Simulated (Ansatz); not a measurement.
Energy profile

The step: SiNH₄Cl ([NH2][SiH2][Cl]) + HBr → SiH₂BrCl ([Cl][SiH2][Br]) + NH₃ (still joined by a long Si–N bond); bonds formed: Si1–Br7, N2–H6; bonds broken: H6–Br7; bonds weakened to dative contacts: Si1–N2 (atoms numbered as in the saddle structure below).

```xyz
9
angstrom
Si -0.7550 0.0676 -0.6335
N 0.4564 -0.5683 0.5341
H -1.5608 1.0612 0.0860
H -0.0110 0.5185 -1.8157
Cl -1.9591 -1.5054 -1.1658
H 1.0770 0.4701 0.7372
Br 1.6057 2.1401 0.6933
H 1.0806 -1.2746 0.1564
H 0.0663 -0.9089 1.4079
```

Electronic energies by CCSD(T) at an estimated basis limit (MP2 extrapolated from triple and quadruple zeta, plus CCSD(T) − MP2 in triple zeta), on PBE0-D4/def2-TZVP structures; SiNH₅BrCl, singlet; no counterpoise correction. Computed with Ansatz 0.2.0 (basis: def2-TZVPP and def2-QZVPP); correlated methods freeze the cores. Filled d shells of the heavier atoms are correlated. The def2 sets are not built for correlating such inner shells, so the correlated values are less sure here. Extrapolation: Hartree–Fock as exp(−7.88 √X), correlation as X^−2.97.

Give the profile in eV, counted from the separated reactants. (An estimate is asked for; the value comes from the calculation.)

The calculation gives:
```tsv
point	eV
separated: SiNH₄Cl (linked as [NH2][SiH2][Cl]; Si1, N2, H3, H4, Cl5, H8, H9; singlet) + HBr (H6, Br7; singlet)	0.000
start structure	-0.184
saddle	0.000
end structure	-0.342
separated: SiH₂BrCl (linked as [Cl][SiH2][Br]; Si1, H3, H4, Cl5, Br7; singlet) + NH₃ (N2, H6, H8, H9; singlet)	-0.330
```

No T1 diagnostic of these runs exceeds 0.010.

For scale, one of the runs: CCSD(T)/def2-TZVPP, 233 basis functions, launched by `ansatz run in.yaml --threads 8 --pin off --events-out ev --progress --plain --max-ram 19148MiB`. The run took 47 s on 8 CPU threads of an Intel Xeon Platinum 8488C (shared host), with 4 GiB of host memory at its peak.
